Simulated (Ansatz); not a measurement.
Relaxation of Cl₂FH₄OPZr (10 atoms, charge 0, multiplicity 1), to a largest force component of 0.03 eV/Å in at most 50 steps.

These are results of RKS PBE-D4/def2-SVP (Ansatz 0.2.0), not measurements.

```xyz
10
Properties=species:S:1:pos:R:3:forces:R:3
Zr -0.133 -0.037 0.237 -0.26 -0.13 1.19
Cl -0.366 -0.123 2.706 0.06 -0.07 -1.14
F 1.671 -0.028 -0.369 0.08 -0.01 -0.04
Cl -1.456 1.662 -0.734 0.02 0.00 -0.02
O -0.875 -1.663 -0.391 -0.02 0.01 0.02
H -1.370 -2.452 -0.661 0.06 0.07 0.01
P 1.549 3.127 1.414 0.28 0.19 -0.17
H 2.705 2.262 1.364 -0.05 0.05 0.00
H 1.233 2.891 0.027 -0.01 0.03 0.06
H 0.707 2.071 1.891 -0.16 -0.14 0.09
```

Question: Where does it end, and by what steps?

Answer: It converged. After 15 steps the energy has fallen by 0.121 eV; H9 moved furthest, 0.73 Å.

```csv
step,energy less start (eV),largest force component (eV/Å),accepted
0,0.0000,1.190,yes
1,-0.0600,0.922,yes
2,-0.0905,0.094,yes
3,-0.0956,0.080,yes
4,-0.0976,0.064,yes
5,-0.0972,0.430,no
6,-0.1034,0.040,yes
7,-0.1069,0.148,yes
8,-0.1089,0.207,yes
9,-0.1115,0.179,yes
10,-0.1144,0.181,yes
11,-0.1166,0.156,yes
12,-0.1184,0.131,yes
13,-0.1200,0.080,yes
14,-0.1209,0.034,yes
15,-0.1211,0.011,yes
```

```xyz
10
Properties=species:S:1:pos:R:3
Zr -0.185 -0.184 0.205
Cl -0.592 -0.070 2.531
F 1.687 -0.232 -0.174
Cl -1.254 1.578 -0.953
O -0.922 -1.812 -0.424
H -1.340 -2.630 -0.730
P 1.884 3.240 1.426
H 2.467 2.077 0.808
H 0.817 3.301 0.459
H 1.101 2.445 2.338
```

Whether the end is a true minimum wasn't checked by a vibrational analysis.

Time of the run: 20 s on 4 threads of Intel(R) Xeon(R) 6975P-C (Granite Rapids), with other jobs on the host, peak memory 0.22 GiB.
